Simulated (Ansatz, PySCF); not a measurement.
Dimer: CH4 (SMILES C) (first 5 atoms) with H2S (SMILES S); geometry from B3LYP-D3(BJ)/def2-TZVP.
(charge 0, multiplicity 1):
```xyz
8

C     -0.0080    -0.0567     0.1689
H     -0.8535     0.2177     0.7981
H     -0.2160     0.2255    -0.8621
H      0.8882     0.4591     0.5116
H      0.1503    -1.1334     0.2223
S      0.4347    -0.0863     4.1048
H      0.3720     1.0218     3.3502
H      0.4538    -0.8845     3.0262
```

Interaction energies are E(AB) − E(A) − E(B) at the monomers' geometry in the complex; basis-set methods are counterpoise corrected. Rows marked so take none.

Rows in 6-31G* carry no dispersion term and start afresh at each structure (6-31G* with six Cartesian d functions). MP2/6-31G* freezes PySCF's default core.

Run with Ansatz (Gaussian basis) for Hartree–Fock, density functionals and correlated methods; PySCF for 6-31G* rows, the dispersion terms. Values without a source in brackets are computed.

Estimate the interaction energy that B97M-V/def2-TZVPPD returns for this input.

-0.6 kcal/mol

Ansatz is a program for electronic structure.
